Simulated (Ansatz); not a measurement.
Cost and result for the atomization energy of C3H8OSi (`C/C=C(\O)[SiH3]`) (13 atoms, 12 bonds).

| atom | x (Å) | y (Å) | z (Å) |
| --- | --- | --- | --- |
| C1 | 1.148 | 0.658 | -1.713 |
| C2 | -0.010 | 0.352 | -0.827 |
| C3 | 0.071 | -0.177 | 0.397 |
| O4 | 1.307 | -0.463 | 0.924 |
| Si5 | -1.462 | -0.484 | 1.418 |
| H6 | 1.210 | 1.731 | -1.919 |
| H7 | 1.041 | 0.157 | -2.681 |
| H8 | 2.088 | 0.342 | -1.262 |
| H9 | -1.004 | 0.580 | -1.199 |
| H10 | 1.213 | -0.959 | 1.739 |
| H11 | -1.471 | 0.379 | 2.632 |
| H12 | -1.465 | -1.897 | 1.896 |
| H13 | -2.666 | -0.219 | 0.595 |

Total charge 0; spin multiplicity 1. Geometry: relaxed with PBE0-D4/def2-TZVP. It is one conformer, not always the lowest. Program: Ansatz. All runs use 4 threads of an Arm Neoverse V1 on a shared host. Times are those of one run each, without the atoms' runs, and a repeat can differ threefold. Electronic energies, without spin–orbit coupling; frozen cores. CCSD(T)/CBS adds CCSD(T) − MP2 in def2-TZVPP to the MP2 limit, and its time is that of the two runs behind it. T1 = 0.012. B3LYP takes the VWN-RPA correlation (the form of Gaussian; ORCA's B3LYP/G).

CCSD(T)/CBS is a level of theory with its own doubt, some kJ/mol a heavy atom from the limit and from the frozen cores, so smaller differences don't rank the functionals.

```csv
level,functions,wall time,atomization (kJ/mol),difference from CCSD(T)/CBS,per bond
PBE-D4/def2-TZVPP (with forces),278,2.7 s,4992.4,88.5,7.4
PBE0-D4/def2-TZVPP,278,3.2 s,4912.5,8.6,0.7
r2SCAN-D4/def2-TZVPP (with forces),278,5 s,4915.5,11.6,1.0
B3LYP-D4/def2-TZVPP (with forces),278,5.5 s,4906.6,2.7,0.2
B2PLYP/def2-TZVPP,278,6 s,4852.5,-51.4,-4.3
ωB97X-V/def2-TZVPP,278,8.5 s,4912.8,8.9,0.7
ωB97M-V/def2-TZVPP (with forces),278,12 s,4914.7,10.8,0.9
MP2/def2-QZVPP,538,27 s,4912.0,8.1,0.7
CCSD(T)/def2-TZVPP,278,3.3 min,4783.8,-120.1,-10.0
CCSD(T)/CBS(def2),–,3.7 min,4903.9,0.0,0.0
```

The D4 term adds +40.0 kJ/mol with B3LYP and +21.1 kJ/mol with PBE0; it sums over pairs of atoms, weighted by their polarisabilities, and B3LYP, whose exchange is more repulsive, gets the larger term. In def2-TZVPP, CCSD(T) changes the Hartree–Fock value by +1177.4 kJ/mol (the triples alone add +68.9 kJ/mol) and MP2 by +1234.6 kJ/mol; breaking electron pairs costs correlation energy, which Hartree–Fock lacks. From PBE to PBE0 (25 % exact exchange), in def2-TZVPP and without D4, the atomization energy moves by −76.0 kJ/mol: exact exchange takes away binding that semilocal exchange gives to molecules.
